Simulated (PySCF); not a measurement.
**Electronic structure of Ho (holmium, neutral) at the PBE0 level**

Configuration: [Xe] 4f11 5d2, one real determinant (an excited configuration). Computed with PySCF 2.14 in x2c-TZVPPall with one added diffuse shell each of s, p, d, f type (12s8p8d5f2g, 129 functions), with the spin-free X2C one-electron Hamiltonian (Gaussian nucleus).

| Property | Result |
| --- | --- |
| Total energy | -12615.51 hartree |
| One-electron energy | -17291.72 hartree |
| Hartree (Coulomb) energy | 4950.61 hartree |
| Exchange-correlation energy | -274.41 hartree |
| ⟨S²⟩ | 8.7525 |
| ⟨L²⟩ | 46.044 |
| Sum of ⟨r⟩ | 44.02 bohr |
| Sum of ⟨r²⟩ | 80.96 bohr² |
| Traceless quadrupole moment −½Σ⟨3z² − r²⟩ along its main axis | 0.578 e·bohr² |
| Langevin diamagnetic susceptibility | -64.1 ×10⁻⁶ cm³/mol |
| Time after the integrals | roughly 27 core-seconds |

```json
{"shell": "1s α", "electrons": "1", "mean orbital energy (eV)": "-55477.7", "spread (eV)": "0", "rms radius, mean of both spins (bohr)": "0.0236"}
{"shell": "1s β", "electrons": "1", "mean orbital energy (eV)": "-55477.7", "spread (eV)": "0", "rms radius, mean of both spins (bohr)": "0.0236"}
{"shell": "2s α", "electrons": "1", "mean orbital energy (eV)": "-9310.3", "spread (eV)": "0", "rms radius, mean of both spins (bohr)": "0.0953"}
{"shell": "2s β", "electrons": "1", "mean orbital energy (eV)": "-9310.3", "spread (eV)": "0", "rms radius, mean of both spins (bohr)": "0.0953"}
{"shell": "2p α", "electrons": "3", "mean orbital energy (eV)": "-8264.8", "spread (eV)": "0.065", "rms radius, mean of both spins (bohr)": "0.0858"}
{"shell": "2p β", "electrons": "3", "mean orbital energy (eV)": "-8264.7", "spread (eV)": "0.060", "rms radius, mean of both spins (bohr)": "0.0858"}
{"shell": "3s α", "electrons": "1", "mean orbital energy (eV)": "-2092.9", "spread (eV)": "0", "rms radius, mean of both spins (bohr)": "0.245"}
{"shell": "3s β", "electrons": "1", "mean orbital energy (eV)": "-2091.4", "spread (eV)": "0", "rms radius, mean of both spins (bohr)": "0.245"}
{"shell": "3p α", "electrons": "3", "mean orbital energy (eV)": "-1770.4", "spread (eV)": "0.372", "rms radius, mean of both spins (bohr)": "0.246"}
{"shell": "3p β", "electrons": "3", "mean orbital energy (eV)": "-1768.9", "spread (eV)": "0.257", "rms radius, mean of both spins (bohr)": "0.246"}
{"shell": "3d α", "electrons": "5", "mean orbital energy (eV)": "-1352.0", "spread (eV)": "0.467", "rms radius, mean of both spins (bohr)": "0.225"}
{"shell": "3d β", "electrons": "5", "mean orbital energy (eV)": "-1350.6", "spread (eV)": "0.208", "rms radius, mean of both spins (bohr)": "0.225"}
{"shell": "4s α", "electrons": "1", "mean orbital energy (eV)": "-420.05", "spread (eV)": "0", "rms radius, mean of both spins (bohr)": "0.552"}
{"shell": "4s β", "electrons": "1", "mean orbital energy (eV)": "-416.69", "spread (eV)": "0", "rms radius, mean of both spins (bohr)": "0.552"}
{"shell": "4p α", "electrons": "3", "mean orbital energy (eV)": "-312.93", "spread (eV)": "0.589", "rms radius, mean of both spins (bohr)": "0.586"}
{"shell": "4p β", "electrons": "3", "mean orbital energy (eV)": "-309.45", "spread (eV)": "0.335", "rms radius, mean of both spins (bohr)": "0.586"}
{"shell": "4d α", "electrons": "5", "mean orbital energy (eV)": "-165.48", "spread (eV)": "0.928", "rms radius, mean of both spins (bohr)": "0.644"}
{"shell": "4d β", "electrons": "5", "mean orbital energy (eV)": "-161.57", "spread (eV)": "0.483", "rms radius, mean of both spins (bohr)": "0.644"}
{"shell": "5s α", "electrons": "1", "mean orbital energy (eV)": "-52.403", "spread (eV)": "0", "rms radius, mean of both spins (bohr)": "1.37"}
{"shell": "5s β", "electrons": "1", "mean orbital energy (eV)": "-50.629", "spread (eV)": "0", "rms radius, mean of both spins (bohr)": "1.37"}
{"shell": "5p α", "electrons": "3", "mean orbital energy (eV)": "-27.003", "spread (eV)": "0.217", "rms radius, mean of both spins (bohr)": "1.64"}
{"shell": "5p β", "electrons": "3", "mean orbital energy (eV)": "-25.389", "spread (eV)": "0.124", "rms radius, mean of both spins (bohr)": "1.64"}
{"shell": "4f α", "electrons": "7", "mean orbital energy (eV)": "-5.441", "spread (eV)": "1.296", "rms radius, mean of both spins (bohr)": "0.996"}
{"shell": "4f β", "electrons": "4", "mean orbital energy (eV)": "-3.236", "spread (eV)": "0.846", "rms radius, mean of both spins (bohr)": "0.996"}
{"shell": "5d α", "electrons": "2", "mean orbital energy (eV)": "-1.742", "spread (eV)": "0.084", "rms radius, mean of both spins (bohr)": "4.60"}
```

⟨L²⟩ = 46.04 against 90 for a pure M term, so this real determinant mixes terms. Spin-orbit coupling, absent here, splits the open shell strongly.

Densities and radii are taken from the X2C orbitals without a picture-change correction, which distorts them close to the nucleus.
